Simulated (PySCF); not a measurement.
C₄H₁₁Ge, SMILES [CH2]C(C)[CH2][GeH3], doublet at its GFN2-xTB optimised geometry (Å):

```
16

C     -1.2300     1.8600     0.5226
C     -0.8563     0.4366     0.4814
C     -1.7791    -0.3691    -0.4261
C      0.6108     0.3205     0.0000
Ge     1.3156    -1.5255     0.0000
H     -1.6922     2.3233    -0.3279
H     -0.8700     2.4924     1.3116
H     -0.8937     0.0168     1.4964
H     -2.8128    -0.2658    -0.1040
H     -1.6990    -0.0199    -1.4536
H     -1.5100    -1.4252    -0.3954
H      0.6938     0.7430    -1.0033
H      1.2445     0.9275     0.6507
H      0.8869    -2.3233    -1.1906
H      2.8128    -1.5255     0.0000
H      0.8717    -2.2718     1.2185
```

Level of theory: unrestricted PBE0/def2-TZVP (PySCF).

Map of the log10 of the electron density (e/bohr³), floored at −4 on the plane z = 1.5 Å:

```
|                               |
|                               |
|                               |
|          ..::.                |
|        .::----:.              |
|       .:-=+++=-:.             |
|      .:-=+*##*=-.             |
|     .:-=+*#%%#+-:.            |
|     .:-=*#%@%#+=::..          |
|     .:=+*#%%%*+=---:.         |
|     .:=+**###*+=-==-:.        |
|     .:-=+**#*+===++=-:.       |
|     .:-=+**#**++++++=:.       |
|     ..:-+*#%##*+++++=:.       |
|     ..:-+*%@%#*++++=-:.       |
|     ..:-+*%@@#*++===-:..      |
|     .::-=*#%%#++====-::..     |
|     ..::=+***++=====---::.    |
|      ..:-==++===++++==--:.    |
|       ..::---==+***++=--::.   |
|         ..::-=+*###*+==-::.   |
|           .:-=+#%%#*+=--:.    |
|            .:=+#%%#*+=-::.    |
|            .:-+*###+=-::.     |
|             :-=+**++=-:.      |
|             .:-====--:.       |
|              .::---:..        |
|                .....          |
|                               |
|                               |
|                               |
```
Scale: ten equal steps from -4.00 (start of ' ') to -0.498 (end of '@'), in the order ' .:-=+*#%@'; x runs from -5.00 to 5.00, y from -5.00 (bottom) to 5.00 (top).
